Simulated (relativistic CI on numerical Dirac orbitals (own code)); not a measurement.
Computed by Dirac-Coulomb-Breit CI, orbitals from a KLI potential per configuration, a model potential for QED, unscaled Slater integrals (own radial code, finite nucleus).

Configuration list (outside the closed core [Ne]): 3s2 3p6 3d6, 3s2 3p5 3d7, 3s2 3p4 3d8, 3s 3p6 3d7, 3p6 3d8, 3s 3p5 3d8, 3s2 3p6 3d5 4s, 3s2 3p6 3d5 4p, 3s2 3p4 3d7 4s, 3s2 3p6 3d5 4d, 3s2 3p4 3d7 4p, 3s2 3p5 3d6 4s, 3s2 3p6 3d5 4f, 3s2 3p4 3d7 4d, 3s 3p5 3d7 4s, 3s2 3p5 3d6 4p, 3s2 3p5 3d6 4d, 3s2 3p6 3d4 4s2, 3s 3p6 3d6 4s, 3p6 3d7 4s, 3p6 3d7 4p, 3s2 3p6 3d5 5s, 3p6 3d7 4d, 3s 3p6 3d5 4s2. Levels of other configurations are missing.

At this charge energies of transitions that change n are usually good to better than 1 %, and those within a shell (Δn = 0) to a few per cent.

Outline of the computed level scheme of Au LVI. Lowest level of each configuration: 3s2 3p6 3d6 3F_4 at 0.000 eV; 3s2 3p5 3d7 5G°_6 at 441.187 eV.

Some strong electric-dipole decays among the lowest 45 levels: 3s2 3p5 3d7 3D°_3 → 3s2 3p6 3d6 3F_4 (2.5e+12 s⁻¹); 3s2 3p5 3d7 3F°_4 → 3s2 3p6 3d6 3F_4 (2.0e+12 s⁻¹); 3s2 3p5 3d7 3P°_2 → 3s2 3p6 3d6 3P_2 (1.2e+12 s⁻¹); 3s2 3p5 3d7 1P°_1 → 3s2 3p6 3d6 3P_2 (8.8e+11 s⁻¹); 3s2 3p5 3d7 3D°_3 → 3s2 3p6 3d6 3P_2 (6.5e+11 s⁻¹); 3s2 3p5 3d7 3G°_5 → 3s2 3p6 3d6 3F_4 (3.6e+11 s⁻¹); 3s2 3p5 3d7 1P°_1 → 3s2 3p6 3d6 3P_0 (3.4e+11 s⁻¹); 3s2 3p5 3d7 3D°_3 → 3s2 3p6 3d6 3P_2 (2.0e+11 s⁻¹).

LS names give the leading component of a level, which can be under half, so a name can repeat, a term be missing and a line seem to break the LS rules.
